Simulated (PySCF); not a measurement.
BF, triplet, at a GFN2-xTB geometry (the spin is typed, not shown lowest), with bond 2-1 at 2.0 times its length; PBE/cc-pVDZ (PySCF).

The PySCF input:
```python
from pyscf import gto, scf, dft

mol = gto.Mole()
mol.atom = '''
    B    -0.000000   -0.000000   -0.862122
    F     0.000000    0.000000    1.820036
'''
mol.basis = 'cc-pvdz'
mol.charge = 0
mol.spin = 2
mol.verbose = 4
mol.build()

mf = dft.UKS(mol)
mf.xc = 'pbe'
mf.init_guess = 'atom'
mf.kernel()
mf.analyze()
```

The log (banner, timings and long lists left out):

```
PySCF version 2.14.0

[INPUT] verbose = 4
[INPUT] num. atoms = 2
[INPUT] num. electrons = 14
[INPUT] charge = 0
[INPUT] spin (= nelec alpha-beta = 2S) = 2
[INPUT] symmetry False subgroup None
[INPUT] Mole.unit = angstrom
[INPUT] Symbol           X                Y                Z      unit          X                Y                Z       unit  Magmom
[INPUT]  1 B      0.000000000000   0.000000000000  -0.862122000000 AA    0.000000000000   0.000000000000  -1.629174465962 Bohr   0.0
[INPUT]  2 F      0.000000000000   0.000000000000   1.820036000000 AA    0.000000000000   0.000000000000   3.439369576849 Bohr   0.0

nuclear repulsion = 8.87828923255081
number of shells = 10
number of NR pGTOs = 52
number of NR cGTOs = 28
basis = cc-pvdz
ecp = {}

******** <class 'pyscf.dft.uks.UKS'> ********
method = UKS
initial guess = atom
damping factor = 0
level_shift factor = 0
DIIS = <class 'pyscf.scf.diis.CDIIS'>
diis_start_cycle = 1
diis_space = 8
diis_damp = 0
SCF conv_tol = 1e-09
SCF conv_tol_grad = None
SCF max_cycles = 50
direct_scf = True
direct_scf_tol = 1e-13
number electrons alpha = 8  beta = 6
XC library pyscf.dft.libxc version 7.1.2
    S. Lehtola, C. Steigemann, M. J. T. Oliveira, and M. A. L. Marques,  SoftwareX 7, 1–5 (2018)
XC functionals = pbe
    J. P. Perdew, K. Burke, and M. Ernzerhof,  Phys. Rev. Lett. 77, 3865 (1996)
    J. P. Perdew, K. Burke, and M. Ernzerhof,  Phys. Rev. Lett. 78, 1396 (1997)
    J. P. Perdew, K. Burke, and M. Ernzerhof,  Phys. Rev. Lett. 77, 3865 (1996)
    J. P. Perdew, K. Burke, and M. Ernzerhof,  Phys. Rev. Lett. 78, 1396 (1997)
radial grids:
    Treutler-Ahlrichs [JCP 102, 346 (1995); DOI:10.1063/1.469408] (M4) radial grids

becke partition: Becke, JCP 88, 2547 (1988); DOI:10.1063/1.454033
pruning grids: <function nwchem_prune>
grids dens level: 3
symmetrized grids: False
atomic radii adjust function: <function treutler_atomic_radii_adjust>
small_rho_cutoff = 0
Set gradient conv threshold to 3.16228e-05
Spherically averaged atomic HF for {'B', 'F'}

******** <class 'pyscf.scf.atom_hf.AtomSphAverageRHF'> ********
method = AtomSphAverageRHF
initial guess = minao
damping factor = 0
level_shift factor = 0
DIIS = <class 'pyscf.scf.diis.CDIIS'>
diis_start_cycle = 1
diis_space = 8
diis_damp = 0
SCF conv_tol = 1e-09
SCF conv_tol_grad = None
SCF max_cycles = 50
direct_scf = True
direct_scf_tol = 1e-13
atom = B
Set gradient conv threshold to 3.16228e-05
Initial guess from minao.
init E= -24.3403224503169
cycle= 1 E= -24.3714722032484  delta_E= -0.0311  |g|=    0  |ddm|= 0.341
cycle= 2 E= -24.3728706645208  delta_E= -0.0014  |g|=    0  |ddm|= 0.0954
cycle= 3 E= -24.3729361281851  delta_E= -6.55e-05  |g|=    0  |ddm|= 0.0128
cycle= 4 E= -24.3729369929977  delta_E= -8.65e-07  |g|=    0  |ddm|= 0.00348
cycle= 5 E= -24.3729369932498  delta_E= -2.52e-10  |g|=    0  |ddm|= 2.2e-05
Extra cycle  E= -24.3729369932498  delta_E= -3.55e-14  |g|=    0  |ddm|= 6.23e-07
Atomic HF for atom  B  converged. SCF energy = -24.3729369932498

******** <class 'pyscf.scf.atom_hf.AtomSphAverageRHF'> ********
method = AtomSphAverageRHF
initial guess = minao
damping factor = 0
level_shift factor = 0
DIIS = <class 'pyscf.scf.diis.CDIIS'>
diis_start_cycle = 1
diis_space = 8
diis_damp = 0
SCF conv_tol = 1e-09
SCF conv_tol_grad = None
SCF max_cycles = 50
direct_scf = True
direct_scf_tol = 1e-13
atom = F
Set gradient conv threshold to 3.16228e-05
Initial guess from minao.
init E= -99.0104601259712
cycle= 1 E= -99.0268653974123  delta_E= -0.0164  |g|=    0  |ddm|= 0.0196
cycle= 2 E= -99.0268906345715  delta_E= -2.52e-05  |g|=    0  |ddm|= 0.00981
cycle= 3 E= -99.0268960257449  delta_E= -5.39e-06  |g|=    0  |ddm|= 0.00306
cycle= 4 E= -99.0268960563137  delta_E= -3.06e-08  |g|=    0  |ddm|= 0.000364
cycle= 5 E= -99.0268960563169  delta_E= -3.2e-12  |g|=    0  |ddm|= 3e-06
Extra cycle  E= -99.0268960563168  delta_E= 2.84e-14  |g|=    0  |ddm|= 1.33e-09
Atomic HF for atom  F  converged. SCF energy = -99.0268960563168

tot grids = 28312
init E= -124.190804587374

cycle= 1 E= -124.028802976306  delta_E= 0.162  |g|= 0.585  |ddm|= 0.908

cycle= 2 E= -114.834485431792  delta_E= 9.19  |g|= 2.49  |ddm|=  2.3

cycle= 3 E= -124.228978776249  delta_E= -9.39  |g|= 0.0866  |ddm|= 2.21

cycle= 4 E= -124.122218735221  delta_E= 0.107  |g|= 0.43  |ddm|= 0.966

cycle= 5 E= -124.167336268653  delta_E= -0.0451  |g|= 0.336  |ddm|= 0.0997

cycle= 6 E= -124.20416536489  delta_E= -0.0368  |g|= 0.234  |ddm|= 0.113

cycle= 7 E= -124.046763088378  delta_E= 0.157  |g|= 0.504  |ddm|= 0.939

cycle= 8 E= -124.047369118928  delta_E= -0.000606  |g|= 0.503  |ddm|= 0.00157

cycle= 9 E= -124.06303672305  delta_E= -0.0157  |g|= 0.483  |ddm|= 0.0269

cycle= 10 E= -124.232383453755  delta_E= -0.169  |g|= 0.0936  |ddm|= 0.924

cycle= 11 E= -124.036578681506  delta_E= 0.196  |g|= 0.517  |ddm|= 0.922

cycle= 12 E= -123.990988034829  delta_E= 0.0456  |g|= 0.564  |ddm|= 0.0806

cycle= 13 E= -124.024222828183  delta_E= -0.0332  |g|= 0.53  |ddm|= 0.0588

cycle= 14 E= -124.054514835264  delta_E= -0.0303  |g|= 0.495  |ddm|= 0.0532

cycle= 15 E= -124.233913879084  delta_E= -0.179  |g|= 0.0762  |ddm|= 0.923

cycle= 16 E= -124.012519138632  delta_E= 0.221  |g|= 0.541  |ddm|= 0.919

cycle= 17 E= -124.011300456279  delta_E= 0.00122  |g|= 0.541  |ddm|= 0.00307

cycle= 18 E= -124.020037295504  delta_E= -0.00874  |g|= 0.532  |ddm|= 0.0153

cycle= 19 E= -124.079900040339  delta_E= -0.0599  |g|= 0.462  |ddm|= 0.106

cycle= 20 E= -124.131920697056  delta_E= -0.052  |g|= 0.385  |ddm|= 0.101

cycle= 21 E= -124.142600055111  delta_E= -0.0107  |g|= 0.366  |ddm|= 0.023

cycle= 22 E= -124.148245713262  delta_E= -0.00565  |g|= 0.356  |ddm|= 0.0136

cycle= 23 E= -124.233273570399  delta_E= -0.085  |g|= 0.0843  |ddm|= 0.936

cycle= 24 E= -124.232565198323  delta_E= 0.000708  |g|= 0.091  |ddm|= 0.0129

cycle= 25 E= -123.988224685045  delta_E= 0.244  |g|= 0.565  |ddm|= 0.923

cycle= 26 E= -123.98094770545  delta_E= 0.00728  |g|= 0.573  |ddm|= 0.037

cycle= 27 E= -123.979124389253  delta_E= 0.00182  |g|= 0.575  |ddm|= 0.00536

cycle= 28 E= -123.980111709113  delta_E= -0.000987  |g|= 0.573  |ddm|= 0.0106

cycle= 29 E= -123.996637044885  delta_E= -0.0165  |g|= 0.557  |ddm|= 0.0314

cycle= 30 E= -123.984927888053  delta_E= 0.0117  |g|= 0.568  |ddm|= 0.024

cycle= 31 E= -123.986755311476  delta_E= -0.00183  |g|= 0.567  |ddm|= 0.00426

cycle= 32 E= -124.077210221163  delta_E= -0.0905  |g|= 0.465  |ddm|= 0.183

cycle= 33 E= -124.239930124182  delta_E= -0.163  |g|= 0.0897  |ddm|= 0.692

cycle= 34 E= -124.242669228948  delta_E= -0.00274  |g|= 0.0612  |ddm|= 0.095

cycle= 35 E= -124.245655413192  delta_E= -0.00299  |g|= 0.0188  |ddm|= 0.0643

cycle= 36 E= -124.245942939387  delta_E= -0.000288  |g|= 0.00353  |ddm|= 0.0331

cycle= 37 E= -124.245951986666  delta_E= -9.05e-06  |g|= 0.000385  |ddm|= 0.00482

cycle= 38 E= -124.24595278626  delta_E= -8e-07  |g|= 0.000173  |ddm|= 0.00202

cycle= 39 E= -124.2459528573  delta_E= -7.1e-08  |g|= 4.6e-05  |ddm|= 0.000514

cycle= 40 E= -124.245952864717  delta_E= -7.42e-09  |g|= 3e-05  |ddm|= 0.00025

cycle= 41 E= -124.245952865434  delta_E= -7.18e-10  |g|= 4.24e-06  |ddm|= 5.23e-05

Extra cycle  E= -124.245952865271  delta_E= 1.63e-10  |g|= 1.68e-05  |ddm|= 2.7e-05
converged SCF energy = -124.245952865271  <S^2> = 2.0131313  2S+1 = 3.0087415
**** SCF Summaries ****
Total Energy =                        -124.245952865271022
Nuclear Repulsion Energy =               8.878289232550806
One-electron Energy =                 -189.654981551376693
Two-electron Energy =                   56.530739453554872
Two-electron Coulomb Energy =           70.672064086530568
DFT Exchange-Correlation Energy =      -14.141324632975699
**** MO energy ****
                             alpha | beta                alpha | beta
MO #1   energy= -24.2919835085082  | -24.2693721089667  occ= 1 | 1
MO #2   energy= -6.66902054545175  | -6.65619744822839  occ= 1 | 1
MO #3   energy= -1.04330877921264  | -0.985363587106038 occ= 1 | 1
MO #4   energy= -0.414977396339758 | -0.342031321502899 occ= 1 | 1
MO #5   energy= -0.373354282415815 | -0.302313291336087 occ= 1 | 1
MO #6   energy= -0.325262247464455 | -0.301328968370533 occ= 1 | 1
MO #7   energy= -0.324717796570289 | -0.28091572876796  occ= 1 | 0
MO #8   energy= -0.176092812445239 | -0.132763623498992 occ= 1 | 0
MO #9   energy= -0.156840219560287 | -0.119122069561816 occ= 0 | 0
MO #10  energy= -0.145209227303425 | -0.0848017676629196 occ= 0 | 0
MO #11  energy= 0.230157219083064  | 0.259524751475851  occ= 0 | 0
MO #12  energy= 0.244055614796294  | 0.278185587850073  occ= 0 | 0
MO #13  energy= 0.253090704286021  | 0.291166740678881  occ= 0 | 0
MO #14  energy= 0.321517556002131  | 0.350234499213723  occ= 0 | 0
MO #15  energy= 0.602381175496656  | 0.628393864151136  occ= 0 | 0
MO #16  energy= 0.605674809977336  | 0.638113316684686  occ= 0 | 0

To work with the spin densities directly, `use mulliken_meta_spin()` only printing them here.

 ** Mulliken spin pop alpha/beta on meta-lowdin orthogonal AOs **
 ** Mulliken Spin Density (per AO)  **
spin_pop of  0 B 1s        0.00007
spin_pop of  0 B 2s        0.16459
spin_pop of  0 B 3s       -0.00093
spin_pop of  0 B 2px       0.99407
spin_pop of  0 B 2py       0.00194
spin_pop of  0 B 2pz       0.01673
spin_pop of  0 B 3px       0.00063
spin_pop of  0 B 3py      -0.00006
spin_pop of  0 B 3pz       0.00005
spin_pop of  0 B 3dxy     -0.00001
spin_pop of  0 B 3dyz     -0.00002
spin_pop of  0 B 3dz^2    -0.00034
spin_pop of  0 B 3dxz      0.00012
spin_pop of  0 B 3dx2-y2   -0.00069
spin_pop of  1 F 1s       -0.00000
spin_pop of  1 F 2s       -0.00003
spin_pop of  1 F 3s       -0.00016
spin_pop of  1 F 2px       0.00285
spin_pop of  1 F 2py       0.00049
spin_pop of  1 F 2pz       0.82010
spin_pop of  1 F 3px      -0.00000
spin_pop of  1 F 3py      -0.00001
spin_pop of  1 F 3pz       0.00043
spin_pop of  1 F 3dxy     -0.00000
spin_pop of  1 F 3dyz     -0.00000
spin_pop of  1 F 3dz^2     0.00019
spin_pop of  1 F 3dxz      0.00000
spin_pop of  1 F 3dx2-y2   -0.00000
 ** Mulliken Spin Density (per atom)  **
spin density of  0 B =      1.17614
spin density of  1 F =      0.82386
 ** Mulliken pop alpha/beta on meta-lowdin orthogonal AOs **
 ** Mulliken pop       alpha | beta **
pop of  0 B 1s        0.99994 | 0.99987
pop of  0 B 2s        0.99415 | 0.82956
pop of  0 B 3s        0.00043 | 0.00135
pop of  0 B 2px       0.99681 | 0.00274
pop of  0 B 2py       0.00587 | 0.00393
pop of  0 B 2pz       0.02803 | 0.01130
pop of  0 B 3px       0.00103 | 0.00041
pop of  0 B 3py       0.00036 | 0.00043
pop of  0 B 3pz       0.00016 | 0.00011
pop of  0 B 3dxy      0.00000 | 0.00001
pop of  0 B 3dyz      0.00008 | 0.00010
pop of  0 B 3dz^2     0.00023 | 0.00057
pop of  0 B 3dxz      0.00021 | 0.00009
pop of  0 B 3dx2-y2    0.00011 | 0.00080
pop of  1 F 1s        0.99998 | 0.99999
pop of  1 F 2s        0.99627 | 0.99630
pop of  1 F 3s        0.00004 | 0.00019
pop of  1 F 2px       0.99960 | 0.99675
pop of  1 F 2py       0.99602 | 0.99553
pop of  1 F 2pz       0.97999 | 0.15990
pop of  1 F 3px       0.00001 | 0.00002
pop of  1 F 3py       0.00001 | 0.00002
pop of  1 F 3pz       0.00047 | 0.00005
pop of  1 F 3dxy      0.00000 | 0.00000
pop of  1 F 3dyz      0.00000 | 0.00000
pop of  1 F 3dz^2     0.00019 | 0.00001
pop of  1 F 3dxz      0.00000 | 0.00000
pop of  1 F 3dx2-y2    0.00000 | 0.00000
In total             8.00000 | 6.00000
 ** Mulliken atomic charges   ( Nelec_alpha | Nelec_beta ) **
charge of  0B =      0.12134  (     3.02740      1.85126 )
charge of  1F =     -0.12134  (     4.97260      4.14874 )
Dipole moment(X, Y, Z, Debye):  0.00000,  0.00000, -1.66388
```
